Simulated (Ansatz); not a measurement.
`N#[C][In]([F])[F]` and `[F][In]([F])[SiH3]` differ in one atom or group.

Ansatz, PBE0-D4/def2-TZVP geometries, multiplicity 1. 

Elements past krypton have def2 core potentials.

```csv
property,`N#[C][In]([F])[F]`
size of the dipole moment (B3LYP/def2-TZVPP) / D,0.45
size of the dipole moment (ωB97M-V/def2-TZVPP) / D,0.49
LUMO energy (PBE/def2-TZVPP) / eV,-3.81
size of the dipole moment (PBE/def2-TZVPP) / D,0.49
LUMO energy (B3LYP/def2-TZVPP) / eV,-3.27
HOMO–LUMO gap (PBE/def2-TZVPP) / eV,5.17
```

Q: Give the same properties after the change, and the shifts. (Estimate.)

A: Ansatz gave: 
| property | `[F][In]([F])[SiH3]` | shift |
| --- | --- | --- |
| size of the dipole moment (B3LYP/def2-TZVPP) / D | 4.94 | 4.49 |
| size of the dipole moment (ωB97M-V/def2-TZVPP) / D | 4.87 | 4.38 |
| LUMO energy (PBE/def2-TZVPP) / eV | -2.65 | 1.16 |
| size of the dipole moment (PBE/def2-TZVPP) / D | 4.65 | 4.16 |
| LUMO energy (B3LYP/def2-TZVPP) / eV | -2.22 | 1.05 |
| HOMO–LUMO gap (PBE/def2-TZVPP) / eV | 4.93 | -0.24 |

With PBE0 the HOMO rises by 1.84 eV and the LUMO rises by 0.91 eV, so the gap narrows by about 0.93 eV. PBE moves the HOMO by 1.40 eV and ωB97M-V by 2.11 eV. Dipoles are sizes alone; their direction can turn.

B3LYP here is the variant with VWN-RPA as its local correlation; programs differ in this.
